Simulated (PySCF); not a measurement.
SMILES [SiH3][SiH2]S, singlet, CAM-B3LYP/def2-SVP optimised geometry. Atoms within 1.6 Å of the plane z = 0.0 Å (x, y, z in Å): Si1 (1.27, -0.50, 0.00), Si2 (-1.07, -0.50, 0.00), S3 (-1.81, 1.52, 0.00), H4 (1.78, 0.16, -1.23), H5 (1.81, -1.89, 0.07), H6 (1.76, 0.26, 1.19), H7 (-1.60, -1.28, 1.16), H8 (-1.61, -1.10, -1.25), H9 (-1.16, 1.89, 1.12).

Method: CAM-B3LYP/def2-TZVP in PySCF. Cells within 0.4 Å of a nucleus heavier than hydrogen are left out (blank, or x).

Map of the log10 of the electron density (e/bohr³), floored at −4 on the plane z = 0.0 Å:

```
|0000001110000000000000000|
|0001122222100000000000000|
|0012333333221000000000000|
|0123445554332100000000000|
|1234566665542100000000000|
|2345677776543210000000000|
|2356788887654221111000000|
|245688xx88654322222210000|
|245688xx88654333333321000|
|2356788887655444554432100|
|2345678887665555665543200|
|1234567777766666666543210|
|1234566788777778876653210|
|01234567xx97778xx97654210|
|01234567xx97778xx97654210|
|0013456789777778987654210|
|0012456676666667787654210|
|0012345666555567788754210|
|0001334554444456788754210|
|0001223333333345677643210|
|0000112222222234555442100|
|0000001111001123344322000|
|0000000000000012222210000|
|0000000000000000111000000|
|0000000000000000000000000|
```
Scale: ten equal steps from -4.00 (start of '0') to -0.179 (end of '9'), in the order '0123456789'; x runs from -4.00 to 4.00, y from -4.00 (bottom) to 4.00 (top).
